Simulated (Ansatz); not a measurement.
CH$_{5}$GeS (`[CH3][GeH][SH]`) radical. Total charge 0; spin multiplicity 2.

```xyz
8

C    -0.517   -0.916   -0.416
Ge    0.493    0.764   -0.574
S     1.006    1.552    1.448
H    -1.410   -0.737    0.186
H     0.093   -1.681    0.064
H    -0.809   -1.263   -1.408
H    -0.381    1.890   -1.184
H     1.525    0.392    1.884
```

List the harmonic frequencies (cm⁻¹, unscaled) at PBE0-D4/def2-TZVP in Ansatz. (An estimate is asked.)

Ansatz gave: 121, 143, 212, 397, 502, 577, 580, 776, 783, 844, 1237, 1441, 1448, 2072, 2713, 3058, 3153, 3164.

Is this a minimum?

Yes, all 18 modes are real.

Give the ideal-gas thermochemistry at 298.15 K and 1 bar (rigid rotor, harmonic oscillator; point group C1, symmetry number 1).

Zero-point energy 138.9 kJ/mol; H(298) − E = 156.8 kJ/mol; entropy 328.3 J/(mol·K), of which translation 168.7, rotation 107.1, vibration 46.7, electronic 5.8; G(298) − E = 58.9 kJ/mol.
